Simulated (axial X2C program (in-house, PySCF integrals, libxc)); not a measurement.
# Low determinants of BaO⁺ at the PBE0 level, two-component

Calculated with an in-house all-electron X2C program for linear molecules (integrals from PySCF). Two-component (2c) means X2C with spin–orbit coupling and atomic mean-field two-electron Coulomb and Gaunt terms. Basis: Ba dyall-cv3z [14s14p9d5f1g], O dyall-av3z [7s6p3d2f] (cores contracted in-house); Gaussian nuclei, density fitting, unrestricted open shells. Masses: Ba 137.905 u, O 15.995 u.

Search at 2.056 Å (vertical energies from the lowest determinant):

| ΔE (eV) | state | electrons beyond evenly filled partner blocks | electrons in ±ω = 1/2, 3/2, 5/2, 7/2 |
| --- | --- | --- | --- |
| 0.00 | Ω = 1/2 | ω = 1/2 | 41 18 4 0 |
| 0.46 | Ω = 3/2 | ω = 3/2 | 42 17 4 0 |
| 5.91 | Ω = 5/2 | 2 × ω = 1/2, ω = 3/2 | 42 17 4 0 |
| 6.53 | Ω = 3/2 | ω = 3/2 | 40 19 4 0 |
| 6.53 | Ω = 7/2 | ω = 1/2, 2 × ω = 3/2 | 41 18 4 0 |
| 6.56 | Ω = 1/2 | 2 × ω = -1/2, ω = 3/2 | 42 17 4 0 |
| 6.58 | Ω = 9/2 | ω = 1/2, ω = 3/2, ω = 5/2 | 41 17 5 0 |

Lowest determinant, Ω = 1/2 (⟨Sz⟩ = 0.50, ⟨Lz⟩ = 0.00 at PBE0): Re = 2.054 Å, ωe = 553.4 cm⁻¹.

The determinant in row 2 of the search, Ω = 3/2 (⟨Sz⟩ = 0.50, ⟨Lz⟩ = 1.00 at PBE0), was followed along the bond at PBE0; measured from the minimum of the lowest determinant it gives:

Te = 0.279 eV (2253 cm⁻¹), Re = 2.202 Å, ωe = 516.8 cm⁻¹.

Q: Compare the bond of the determinant in row 2 with that of the lowest one.

A: At PBE0 its Re is 0.148 Å longer and its force constant, which goes as ωe², is 0.87 times that of the lowest determinant. T0 ≈ Te + Δωe/2 = 2253 + (-18) = 2235 cm⁻¹.

The search compares states at one distance, so a state with another bond length can lie lower; it is not exhaustive and yields mostly the lowest determinant of each block pattern, so other components and higher states of one pattern are missing. These are energies of single determinants, not of spin-adapted states; PBE0 term energies can be off by some tenths of an eV, and the functional has no current term. The lowest determinant need not be the ground state where others lie within half an eV.
